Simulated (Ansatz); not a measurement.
`O[Si](F)(Cl)Cl` + H–F → `F[Si](F)(Cl)Cl` + H₂O at 298.15 K and 1 bar (ligand exchange at the Si–O bond).

Computed with Ansatz on PBE0-D4/def2-TZVP structures; ΔE is electronic, products minus reactants. CBS: MP2 limit from def2 TZ/QZ plus the TZ coupled-cluster correction, frozen cores. This one scheme is used for every species. One conformer a species, not always the lowest.

| species | CCSD(T)/CBS energy (Eh) | H − E (kJ/mol) | S (J/(mol·K)) |
| --- | --- | --- | --- |
| `O[Si](F)(Cl)Cl` | -1384.43664 | 74.5 | 340.5 |
| H–F | -100.39570 | 33.5 | 173.6 |
| `F[Si](F)(Cl)Cl` | -1408.46553 | 43.6 | 322.9 |
| H₂O | -76.37941 | 66.4 | 188.7 |

H − E and S are ideal-gas, rigid-rotor, harmonic terms from PBE0-D4/def2-TZVP, for one conformer and one mirror image of each species. 1 Eh = 2625.50 kJ/mol, R = 8.31446 J/(mol·K).

Question: By hand: ΔE, ΔH, ΔS and ΔG.

Answer: ΔE = (-1408.46553) + (-76.37941) − (-1384.43664) − (-100.39570) = -0.01260 Eh = -33.1 kJ/mol. Δ(H − E) = 43.6 + 66.4 − 74.5 − 33.5 = 2.0, so ΔH = -31.1 kJ/mol. ΔS = 322.9 + 188.7 − 340.5 − 173.6 = -2.5 J/(mol·K). ΔG = -31.1 − 298.15 × (-2.5)/1000 = -30.4 kJ/mol.

Question: By hand: the equilibrium constant, and the temperature at which ΔG would vanish if ΔH and ΔS stayed fixed.

Answer: log₁₀ K = −ΔG/(RT ln 10) = 5.3. ΔG = 0 at ΔH/ΔS = 12440 K, far beyond where these terms or the molecules hold.

The number of gas molecules stays the same, so ΔS is small and ΔH decides. A doubt of 5 kJ/mol in ΔE shifts log₁₀ K by 0.9 here. Other conformers and mirror images would add mixing entropy, several J/(mol·K) or more a flexible species. These are equilibria of isolated gas molecules and say nothing of rates. Largest T1 diagnostic: 0.010 (customary marks: 0.02 for closed shells, 0.045 for open ones).
